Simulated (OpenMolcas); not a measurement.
neutral potassium: effect of the active space

```
Program             : OpenMolcas 26.06
Method              : SS-CASPT2, IPEA 0.25 Eh, imaginary shift 0.1 Eh
Basis               : ANO-RCC-VTZP
Scalar Hamiltonian  : DKH2, point nucleus
Spin-orbit coupling : RASSI with atomic mean-field integrals over the reference wave functions, term energies averaged over their components
```

A. 1 electron in 4 orbitals (4s 4p); 2S+1 = 2 even, 1 root; 2S+1 = 2 odd, 3 roots; closed shells correlated: 3s 3p; CASPT2 step about 0.6 core-seconds
B. 1 electron in 8 orbitals (4s 4p 5s 5p); 2S+1 = 2 even, 1 root; 2S+1 = 2 odd, 3 roots; closed shells correlated: 3s 3p; CASPT2 step of the order of 1 core-seconds
C. 1 electron in 9 orbitals (3d 4s 4p); 2S+1 = 2 even, 1 root; 2S+1 = 2 odd, 3 roots; closed shells correlated: 3s 3p; CASPT2 step about 1 core-seconds

Energies in cm-1 above 4s 2S 1/2, the measured ground level; measured values from NIST Handbook of Basic Atomic Spectroscopic Data.

```
     Level      A      B      C  Measured
 4s 2S 1/2    0.0    0.0    0.0       0.0
4p 2P* 1/2  12999  13022  12994     12985
4p 2P* 3/2  13036  13059  13031     13043
```

Deviations, from unrounded energies. A percentage is the sum of absolute deviations over the sum of measured energies, with the sign that they share, or ± where signs differ.

```json
{"Against measurement": "mean absolute deviation (cm-1)", "Levels": "2", "A": "10", "B": "27", "C": "10"}
{"Against measurement": "other configurations (%)", "Levels": "2", "A": "±0.1", "B": "+0.2", "C": "±0.1"}
```

A, C lie about equally close to measurement and B furthest from it. The largest miss of C in the table is 4p 2P* 3/2, by -12 cm-1. The ranking rests on the paired levels alone, and a cruder setting can come out closer through cancelling errors.

Among A to C the level of the table that moves most is 4p 2P* 1/2, by 29 cm-1 (lowest in C, highest in B).

ANO sets are built for ground and valence states and can reach diffuse excited orbitals poorly. With one active electron, CASPT2 adds the correlation within the correlated inactive shells and between them and that electron, and leaves the splitting within a term as the reference gives it. With one active electron outside closed inactive shells, the extra shells (5p 5s) add no correlation to the reference (holds for B). No level of 3d was computed, though it lies in the active space (holds for C). Computed and measured levels are paired by configuration, term and J; levels that our copy of the source lacks, or whose pairing is in doubt (as where it misses far off the trend of its configuration), stay unpaired and out of the deviations. Levels of configurations outside the active space are missing.

* marks odd parity.
